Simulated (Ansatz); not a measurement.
```yaml
crystal:
  periodic: [false, false, false]
  atoms:
    - {symbol: Pt, position_ang: [-0.862376, -1.092922, 0.283296]}
    - {symbol: Pt, position_ang: [0.352527, 0.952263, 0.993654]}
    - {symbol: Co, position_ang: [0.509849, 0.140659, -1.276949]}
basis:
  gaussian: {orbitals: def2-SVP}
magnetization: {spin_polarized: true, initial_magnetization: 1}
hamiltonian: {xc: {name: B2GP-PLYP}}
scf: {omitted_lower_state_checks: [starts]}
```

```sh
$ ansatz run in.yaml --threads 4 --pin off --events-out ev --progress --plain --max-ram 3916MiB
```

It prints (some lines left out):

```
Functional definition: B2GP-PLYP
984 factors; integrals over basis functions are off by at most 3.8e-4 eV
mean field evaluation 1: about -44040.8976 eV, gradient 9.4e1 eV
mean field evaluation 2: about -44041.1408 eV, gradient 9.4e1 eV
mean field evaluation 4: about -44023.5705 eV, gradient 1.1e2 eV
mean field evaluation 8: about -44073.5814 eV, gradient 2.5e1 eV
mean field evaluation 16: about -44077.4313 eV, gradient 4.6e-1 eV
mean field evaluation 32: about -44078.3970 eV, gradient 5.7e-2 eV
mean field -44078.42852122 eV, -1619.8523707231 hartree, gradient 1.2e-6 eV, S^2 2.782539; 0 other end points of the search recorded, 0 dependent functions left out
5 core orbitals not correlated: weight in the atoms' cores, before any rotation towards them, 1.000 or more for the frozen orbitals, at most 0.000 for the correlated occupied ones
reference -44078.42861728 eV, -1619.8523742529 hartree; 27, 26 occupied and 63, 64 virtual orbitals, 984 factors
second order -31.76016259 eV of doubles, -0.00000000 eV of singles
Total energy: -44089.86227581 eV, -1620.2725534540 hartree
Checks for a lower state left out: starts
```

Hardware: 4 threads of Arm Neoverse V2 on a shared host. Wall time 26 s.

In the def2 sets Pt takes a core potential; there is no spin–orbit coupling. Correlated methods freeze 5 core orbitals; core or outer-core shells of Pt, Co are correlated, in sets that lack core-valence functions. The charge 0 doublet is spin-contaminated (final ⟨S²⟩ up to 2.78, 0.75 for a pure state).
